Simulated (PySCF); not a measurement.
SMILES C[Si](C)(C)[Zn][SeH] (C3H10SeSiZn) (GFN2-xTB optimised geometry):

```
16

Zn     0.612    -1.202     0.000
Se     1.912     0.485    -1.304
H      3.309     0.295    -1.216
Si    -1.779    -1.202     0.000
C     -2.256     0.652     0.000
C     -2.599    -2.081     1.488
C     -2.386    -2.012    -1.626
H     -3.309     0.792    -0.231
H     -2.067     1.113     0.965
H     -1.682     1.202    -0.742
H     -2.283    -1.653     2.434
H     -2.362    -3.140     1.506
H     -3.678    -1.986     1.426
H     -2.178    -3.078    -1.645
H     -1.907    -1.567    -2.494
H     -3.459    -1.885    -1.742
```

Computed with PBE0/def2-TZVP (PySCF).

Q: What are the frontier orbital energies and the dipole moment?

A: HOMO-2 -8.20 eV, HOMO-1 -6.51 eV, HOMO -6.25 eV, LUMO -2.07 eV, LUMO+1 -0.82 eV; dipole moment 3.47 D.

On the same geometry PBE/def2-TZVP (PySCF 2.14.0) gives HOMO-2 -7.18 eV, HOMO-1 -5.57 eV, HOMO -5.18 eV, LUMO -2.75 eV, LUMO+1 -1.49 eV; dipole moment 3.25 D.

Meta-Löwdin charges at PBE0/def2-TZVP: Zn1 0.85, Se2 -0.70, H3 0.07, Si4 0.39, C5 -0.59, C6 -0.60, C7 -0.59, H8 0.13, H9 0.13, H10 0.14, H11 0.13, H12 0.13, H13 0.13, H14 0.13, H15 0.13, H16 0.13.
